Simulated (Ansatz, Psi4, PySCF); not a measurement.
trimethylarsine (C$_{3}$H$_{9}$As), singlet, at a GFN2-xTB geometry. Base run: HF/STO-3G (PySCF).

The PySCF input:
```python
from pyscf import gto, scf

mol = gto.M(
    atom='''
C    -0.328672    1.720106   -0.314425
As   -0.071183   -0.074078    0.468947
C     1.693972   -0.420386   -0.345527
C    -1.132283   -1.057227   -0.875135
H    -0.125392    1.707596   -1.384190
H     0.338777    2.438347    0.159817
H    -1.352296    2.057297   -0.157070
H     1.677486   -0.200326   -1.411913
H     1.974854   -1.463708   -0.208232
H     2.455689    0.198094    0.127266
H    -0.841688   -0.767972   -1.883977
H    -0.983122   -2.130229   -0.762522
H    -2.193360   -0.849478   -0.743913
''',
    basis='sto-3g',
    charge=0,
    spin=0,
    verbose=4,
)

mf = scf.RHF(mol)
mf.kernel()
```

The same geometry, method and basis name were run in Ansatz (a program for electronic structure) and Psi4 and PySCF, at each program's defaults and at the settings that a row names. The base is PySCF at its defaults. Differences at the defaults can come from grids, fitting, cores and function types together.

```
code and settings                                                           ΔE vs base (µEh)  basis functions       E (Eh)  SCF cycles  dipole (D)
--------------------------------------------------------------------------  ----------------  ---------------  -----------  ----------  ----------
PySCF, defaults (exact integrals, spherical functions)                                   0.0               42  -2326.77853           8        0.71
Psi4, defaults (density fitting with its default set, spherical functions)              -564               42  -2326.77910           6        0.71
Ansatz, defaults (factorised integrals, spherical functions)                            28.6               42  -2326.77850           -           -
PySCF, density fitting with def2-universal-jkfit                                        -564               42  -2326.77910           8        0.71
Psi4, exact integrals, spherical functions                                               0.0               42  -2326.77853           9        0.71
Ansatz, high accuracy                                                                    0.0               42  -2326.77853           -           -
```
